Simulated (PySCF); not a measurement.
H₄CrS, singlet: data card

Computed with PBE0 in PySCF with Cr def2-TZVP, S def2-TZVP, H def2-TZVP; no relativity; density-fitted integrals.

The structure is a minimum.

Coordinates in bohr (charge 0 multiplicity 1):
```
Cr    0.1899    1.1368    0.5874
S    -0.2829   -2.1405   -0.9591
H    -0.7866    1.0637    3.4314
H     1.9974    2.8974   -1.3702
H     0.4187    3.2029   -1.7549
H    -2.4401    2.1531   -0.1489
```

```json
{
  "Point group": "C1",
  "Bond lengths": "Cr–H 1.542 Å, Cr–H 1.592 Å, Cr–H 1.657 Å, Cr–H 1.690 Å, Cr–S 1.934 Å, H–H 0.875 Å",
  "Bond angles": "Cr–H–H 72.8°, Cr–H–H 76.9°, H–Cr–H 30.3°, H–Cr–H 69.3°, H–Cr–H 87.4°, H–Cr–H 99.4°, H–Cr–H 138.3°, H–Cr–H 141.0°, H–Cr–S 95.1°, H–Cr–S 106.5°, H–Cr–S 108.0°, H–Cr–S 109.7°",
  "Lowest empty level": "-3.05 eV",
  "Heat capacity Cp at 298.15 K": "67.9 J/(mol K)",
  "Enthalpy at 298.15 K above 0 K": "14.01 kJ/mol",
  "Principal quadrupole moments (Buckingham, traceless) about the centre of mass": "-4.97, -0.73, 5.70 D Å",
  "Principal polarisabilities": "44.0, 54.1, 72.5 bohr³",
  "Rotational constants": "1.747, 0.2055, 0.1954 cm⁻¹",
  "Rotational symmetry number": "1",
  "Atomisation energy without zero-point energy": "1027 kJ/mol",
  "Dipole moment": "2.74 D",
  "Zero-point energy": "79.9 kJ/mol",
  "Highest occupied level": "-7.04 eV",
  "Entropy at 298.15 K and 1 bar": "279.7 J/(mol K)"
}
```

Harmonic modes (masses in u: Cr 51.941, S 31.972, H 1.008):
```json
{"symmetry": "a", "ω (cm⁻¹)": "286", "IR (km/mol)": "30.2", "μ (u)": "1.05"}
{"symmetry": "a", "ω (cm⁻¹)": "333", "IR (km/mol)": "33.6", "μ (u)": "1.13"}
{"symmetry": "a", "ω (cm⁻¹)": "497", "IR (km/mol)": "22.6", "μ (u)": "1.16"}
{"symmetry": "a", "ω (cm⁻¹)": "541", "IR (km/mol)": "11.9", "μ (u)": "1.19"}
{"symmetry": "a", "ω (cm⁻¹)": "654", "IR (km/mol)": "29.8", "μ (u)": "1.11"}
{"symmetry": "a", "ω (cm⁻¹)": "710", "IR (km/mol)": "91.0", "μ (u)": "3.24"}
{"symmetry": "a", "ω (cm⁻¹)": "979", "IR (km/mol)": "11.9", "μ (u)": "1.01"}
{"symmetry": "a", "ω (cm⁻¹)": "1012", "IR (km/mol)": "167", "μ (u)": "1.07"}
{"symmetry": "a", "ω (cm⁻¹)": "1795", "IR (km/mol)": "22.7", "μ (u)": "1.01"}
{"symmetry": "a", "ω (cm⁻¹)": "1867", "IR (km/mol)": "170", "μ (u)": "1.03"}
{"symmetry": "a", "ω (cm⁻¹)": "1978", "IR (km/mol)": "86.0", "μ (u)": "1.03"}
{"symmetry": "a", "ω (cm⁻¹)": "2702", "IR (km/mol)": "393", "μ (u)": "1.01"}
```

Charges (e):
```
atom  Mulliken  Löwdin  polar tensor  Mayer order to Cr1
 Cr1      0.23   -0.48          0.44                   –
  S2     -0.31    0.31         -0.36                2.31
  H3     -0.07   -0.06         -0.21                0.88
  H4      0.04    0.09          0.02                0.47
  H5      0.10    0.12          0.23                0.43
  H6      0.02    0.03         -0.12                0.89
```
Other Mayer orders above 0.3: H–H 0.51.

Mulliken populations on Cr1: s 6.48, p 12.46, d 4.82, f 0.00.

Stability towards spin polarisation was not tested. This need not be the most stable arrangement of these atoms.

The final relaxation and frequency run took 2.4 min on 2 threads of a shared Intel Xeon Platinum 8488C (Sapphire Rapids) host, with 106 basis functions and 32 gradients; the process peaked at 1.6 GiB. Launch command: `OMP_NUM_THREADS=2 python axn.py task.json out`.
